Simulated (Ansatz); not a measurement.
Harmonic frequencies (cm⁻¹) at PBE0-D4/def2-TZVP from Ansatz: 558, 898, 898, 1280, 1461, 1462, 3100, 3216, 3216.

Which molecule is it?
A. `ClC(Cl)Br`
B. `ClCI`
C. `CI`
D. `FC(Br)Br`

C.
